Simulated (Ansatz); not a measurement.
| atom | x (Å) | y (Å) | z (Å) |
| --- | --- | --- | --- |
| C | -0.0537 | -0.4949 | -0.0603 |
| O | -0.0501 | -0.4980 | 1.1670 |
| N | 0.0287 | 0.6800 | -0.9362 |
| H | 0.0855 | -1.3254 | -0.7067 |
| H | 0.0304 | 0.5454 | -1.8422 |
| H | -0.1136 | 1.6203 | -0.3710 |

Basis set: cc-pVDZ (spherical functions). Frozen core: 3 orbitals. Charge 0, multiplicity 1.

Computed with Ansatz (development build ahead of 0.2.0); each method stands on the lowest determinant of its kind that the runs found. Restricted open shells among the atoms or ions are ROHF, correlated in semicanonical orbitals with singles.

Question: Give the atomization energy at this shape (free ground-state atoms in the same class of orbitals less the molecule, no zero-point energy) of singlet CH3NO by RHF-MP2, RHF.

Answer:

```tsv
method	atomization energy
RHF-MP2	22.03 eV
RHF	15.11 eV
```

Caution: no unrestricted run beside it, a lower state can exist; the shape is not the minimum.
